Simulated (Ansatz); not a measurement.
The same ligand exchange along the group F, Cl, Br.

Computed with Ansatz on PBE0-D4/def2-TZVP structures; ΔE is electronic, products minus reactants. CCSD(T)/CBS adds triple-zeta CCSD(T) − MP2 to the extrapolated MP2 energy (def2 sets, frozen cores). Small cases extrapolate CCSD(T) itself. Functionals use def2-TZVPP. For Br outer-core shells are correlated without core-valence functions, which leaves a few kJ/mol of doubt a bond. Scalar relativity is left out up to krypton. One conformer a species, not always the lowest.

```tsv
reaction	MP2/CBS(def2) (eV)	ωB97M-V (eV)	RPA@PBE/def2-TZVPP (eV)	CCSD(T)/CBS(def2) (eV)
`C[Si]F` + H₂S → `F[Si]S` + CH₄	-1.23	-1.19	-1.12	-1.18
`C[Si]Cl` + H₂S → `S[Si]Cl` + CH₄	-1.29	-1.22	-1.16	-1.22
`C[Si]Br` + H₂S → `S[Si]Br` + CH₄	-1.30	-1.22	-1.16	-1.22
```

Largest T1 diagnostic: 0.015, for `F[Si]S`.

Extrapolated directly: `C[Si]F` + H₂S → `F[Si]S` + CH₄.
